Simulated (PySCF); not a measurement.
C2H6F2OSi, SMILES COC[SiH](F)F.

Geometry: B3LYP-D3(BJ)/def2-SVP. The structure was generated by enumeration, and PubChem lists no compound with its InChIKey, so it may never have been made. One conformer was computed; it need not be the lowest.

Computed with B3LYP-D3(BJ)/def2-SVP (PySCF).

Frequencies are harmonic and unscaled.

```tsv
mode	ν (cm⁻¹)	IR (km/mol)	moving atoms (share of kinetic energy)
1	66	1.5	F 35 %, C 34 %, H 24 %
2	76	4.7	O 38 %, H 36 %, C 14 %, F 12 %
3	114	2.6	C 32 %, F 30 %, H 17 %, O 11 %, Si 9 %
4	232	6.4	H 70 %, O 16 %, F 8 %
5	256	10.9	F 41 %, H 29 %, C 21 %
6	265	3.4	F 43 %, C 19 %, O 16 %, H 11 %, Si 11 %
7	350	28.1	F 54 %, Si 32 %
8	382	17.3	H 27 %, C 24 %, O 23 %, Si 22 %
9	716	10.5	H 54 %, C 36 %
10	776	103.4	H 47 %, Si 24 %, C 20 %, F 8 %
11	824	15.9	H 78 %, F 15 %
12	855	17.2	H 49 %, F 34 %, Si 10 %
13	900	224.6	Si 33 %, F 30 %, H 30 %
14	973	158.0	Si 42 %, F 29 %, H 17 %, C 9 %
15	983	98.8	C 47 %, O 24 %, H 18 %
16	1173	0.8	H 78 %, C 18 %
17	1179	92.6	H 34 %, O 34 %, C 32 %
18	1215	57.1	H 40 %, C 31 %, O 29 %
19	1226	14.8	H 87 %
20	1325	0.8	H 63 %, C 32 %
21	1449	22.9	H 92 %
22	1458	7.1	H 96 %
23	1466	3.1	H 92 %
24	1492	5.2	H 91 %, C 8 %
25	2309	114.5	H 97 %
26	2943	38.1	H 95 %
27	2967	57.1	H 97 %
28	2983	44.3	H 91 %, C 9 %
29	3025	52.7	H 90 %, C 10 %
30	3128	21.8	H 91 %, C 9 %
```
